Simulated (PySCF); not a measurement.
Fe²⁺: interval between two levels

Fe²⁺ [Ar] 3d6 [5D4, M_J = 4] → Fe²⁺ [Ar] 3d5 4s1 [7S3, M_J = 3], as a difference of total energies. Calculation: PySCF 2.14, in x2c-SVPall-2c with one added diffuse shell each of s, d type (6s5p4d1f, 48 functions); the two-component X2C-1e Hamiltonian. Correlated levels: [Ne] frozen; the 6 highest virtual spinors dropped. "Screened" scales the spin-orbit matrix elements by Boettger's factors to mimic the two-electron term; Breit and QED terms are absent.

```csv
method,interval between two levels (cm⁻¹)
GHF (spin-free),22777
GMP2 (spin-free),30356
GHF (screened spin-orbit),23177
GMP2 (screened spin-orbit),30762
```

The labels give the starting determinants; with spin-orbit coupling the two ends relaxed to ⟨J²⟩ = 20.01, ⟨L²⟩ = 6.01, ⟨S²⟩ = 6.00 and ⟨J²⟩ = 12.00, ⟨L²⟩ = 0.00, ⟨S²⟩ = 12.00.
